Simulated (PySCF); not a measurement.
## SiBH6NO5

SiBH6NO5 is a molecule drawn as a unit of a network glass or zeolite (built as: Si B3, OH ends, N bridges), neutral, singlet. The structure, one conformer, was relaxed in the gas phase by PBE0-D3(BJ)/def2-SVP. No frequency run checks that it is a minimum.

SMILES: OB(O)N[Si](O)(O)O

Coordinates in Å:
```
O1      2.022   -2.105   -0.563
B2      1.342   -0.919   -0.628
O3      1.653   -0.017   -1.596
N4      0.320   -0.692    0.369
Si5    -0.803    0.590    0.485
O6     -0.227    1.702   -0.618
O7     -0.924    1.175    2.027
O8     -2.363    0.255    0.067
H9      2.679   -2.151   -1.264
H10     1.107    0.783   -1.513
H11     0.211   -1.465    1.018
H12    -0.902    2.260   -1.017
H13    -0.098    1.285    2.505
H14    -2.997    0.293    0.788
```

Shieldings: GIAO PBE0/pcSseg-1. Shifts are against computed references at the same level: H TMS (σ 31.27 ppm), Si TMS (σ 352.0 ppm). Core levels by delta-SCF with SCAN, pcX-2 on the ionised atom and pcseg-1 elsewhere, spin-free X2C (2p3/2 is the spin-free 2p value less a third of a first-order spin-orbit splitting); from the vacuum level, for chosen atoms.

**Question.** Give the NMR and core-level values of the distinct atoms.

**Answer.** 
| atoms | bonded to | σ (ppm) | δ (ppm) | core level (eV) |
| --- | --- | --- | --- | --- |
| O1 | 1 B + 1 H | 246.1 | - | - |
| B2 | 1 N + 2 O | 79.1 | - | - |
| O3 | 1 B + 1 H | 239.3 | - | - |
| N4 | 1 B + 1 Si + 1 H | 206.9 | - | 1s 404.62 |
| Si5 | 1 N + 3 O | 404.7 | -52.7 | 2p3/2 108.54 |
| O6 | 1 Si + 1 H | 279.4 | - | 1s 539.19 |
| O7 | 1 Si + 1 H | 271.2 | - | 1s 538.99 |
| O8 | 1 Si + 1 H | 285.3 | - | 1s 538.93 |
| H9 | 1 O | 28.44 | 2.83 | - |
| H10 | 1 O | 24.95 | 6.31 | - |
| H11 | 1 N | 29.62 | 1.64 | - |
| H12 | 1 O | 29.34 | 1.93 | - |
| H13 | 1 O | 29.48 | 1.79 | - |
| H14 | 1 O | 29.38 | 1.88 | - |

Values are those of this one static structure; atoms that internal rotation interchanges would show their mean in an NMR spectrum.

**Question.** By CAM-B3LYP/def2-SVPD (TDDFT singlets, Tamm-Dancoff triplets, ionisation by delta-SCF), where does absorption start, and what does vertical ionisation take?

**Answer.** The lowest singlet lies at 6.91 eV (f 0.012), the strongest of the first 6 at 8.28 eV (f 0.060), the lowest triplet at 6.70 eV; vertical ionisation takes 10.36 eV.

The 3 runs behind this took 2.3 min in all, one thread each of AMD EPYC 9R45 96-Core on a shared host, launched as `OMP_NUM_THREADS=1 python cluster_run.py task.json out`.
